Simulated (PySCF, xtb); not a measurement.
Ge(OH)2 (GeH2O2), SMILES [OH][Ge][OH] (connectivity only; charge and spin as stated), neutral, multiplicity 1.

GFN2-xTB (xtb) at its own geometry gives an orbital gap of 4.94 eV and a dipole moment of 3.06 D.

Coordinates come from a PBE-D3(BJ)/def2-TZVP optimisation. The values are those of a single conformer.

Question: What does PySCF with ωB97X/def2-TZVPD give? (Estimate from the structure and the level; the computed values follow.)

Answer: gap 9.98 eV (levels -9.80 and 0.18 eV), dipole 2.83 D.
